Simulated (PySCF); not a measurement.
**Partial charges of `C#CC=C=C[SiH2]F`**

Species: C5H5FSi.
Geometry (GFN2-xTB, Å), atoms numbered from 1 in this order:
```
atom  x, y, z in Å
C1     3.3755   -0.4717   -0.4634
C2     2.3922    0.2166   -0.4406
C3     1.2421    1.0357   -0.4162
C4     0.1561    0.7058    0.2303
C5    -0.9362    0.3448    0.8226
Si6   -2.3235   -0.6399    0.0159
F7    -3.4132   -0.8286    1.1894
H8     4.2349   -1.0722   -0.4870
H9     1.3080    1.9766   -0.9500
H10   -1.0886    0.6147    1.8615
H11   -3.0173    0.1050   -1.0251
H12   -1.9288   -1.9875   -0.3635
```

Density: PBE0/pcSseg-1 (PySCF); schemes: Mulliken, IAO, Hirshfeld and ESP-fitted. The structure is a single GFN2-xTB conformer in the gas phase; no vibrational or solvent corrections.

**Question.** Tabulate the Mulliken, IAO, Hirshfeld and ESP-fitted charges.

**Answer.** In e; atoms taken as equivalent share a row and are averaged (×n: the atom named and its like, n in all):

```json
{"atom": "C1", "environment": "terminal alkyne carbon", "Mulliken": "-0.304", "IAO": "-0.234", "Hirshfeld": "-0.110", "ESP-fitted": "-0.543"}
{"atom": "C2", "environment": "alkyne carbon", "Mulliken": "+0.261", "IAO": "-0.018", "Hirshfeld": "-0.048", "ESP-fitted": "+0.232"}
{"atom": "C3", "environment": "outer carbon of cumulated double bonds", "Mulliken": "-0.283", "IAO": "-0.228", "Hirshfeld": "-0.056", "ESP-fitted": "-0.364"}
{"atom": "C4", "environment": "central carbon of cumulated double bonds", "Mulliken": "+0.085", "IAO": "+0.085", "Hirshfeld": "+0.033", "ESP-fitted": "+0.166"}
{"atom": "C5", "environment": "outer carbon of cumulated double bonds", "Mulliken": "-0.486", "IAO": "-0.501", "Hirshfeld": "-0.151", "ESP-fitted": "-0.469"}
{"atom": "Si6", "environment": "fluorine-bound silicon", "Mulliken": "+0.989", "IAO": "+1.129", "Hirshfeld": "+0.449", "ESP-fitted": "+0.801"}
{"atom": "F7", "environment": "silicon-bound fluorine", "Mulliken": "-0.433", "IAO": "-0.543", "Hirshfeld": "-0.209", "ESP-fitted": "-0.338"}
{"atom": "H8", "environment": "alkyne hydrogen", "Mulliken": "+0.051", "IAO": "+0.205", "Hirshfeld": "+0.093", "ESP-fitted": "+0.339"}
{"atom": "H9", "environment": "hydrogen on C3", "Mulliken": "+0.166", "IAO": "+0.192", "Hirshfeld": "+0.071", "ESP-fitted": "+0.216"}
{"atom": "H10", "environment": "hydrogen on C5", "Mulliken": "+0.182", "IAO": "+0.195", "Hirshfeld": "+0.067", "ESP-fitted": "+0.222"}
{"atom": "H11/H12", "environment": "Si–H hydrogen", "Mulliken": "-0.113", "IAO": "-0.141", "Hirshfeld": "-0.069", "ESP-fitted": "-0.131"}
```

Mean size of the charges over all atoms: ESP-fitted 0.329 e, IAO 0.301 e, Mulliken 0.289 e, Hirshfeld 0.119 e. Each set sums to the total charge, 0, to within 0.001 e. The IAO scheme counts the electrons in orthogonalised intrinsic atomic orbitals, a minimal basis polarised so that it spans the occupied orbitals exactly. The ESP scheme fits charges at the nuclei, held to the total charge, to the electrostatic potential on points at 1.4 to 2.0 times the van der Waals radii.

Lowest charge. The schemes don't all agree: Mulliken C5 (-0.486); IAO F7 (-0.543); Hirshfeld F7 (-0.209); ESP-fitted C1 (-0.543).

Highest charge. All schemes agree: Mulliken Si6 (+0.989); IAO Si6 (+1.129); Hirshfeld Si6 (+0.449); ESP-fitted Si6 (+0.801).

**Question.** How many electrons does the Hirshfeld scheme count on C5?

**Answer.** Z − q = 6 − (-0.151) = 6.151.

**Question.** How closely do the schemes follow one another over all atoms?

**Answer.** Correlation coefficient and root-mean-square difference: IAO with Hirshfeld 0.99, 0.258 e; Mulliken with IAO 0.97, 0.109 e; Mulliken with ESP-fitted 0.94, 0.130 e; Mulliken with Hirshfeld 0.94, 0.236 e; IAO with ESP-fitted 0.91, 0.171 e; Hirshfeld with ESP-fitted 0.89, 0.247 e.
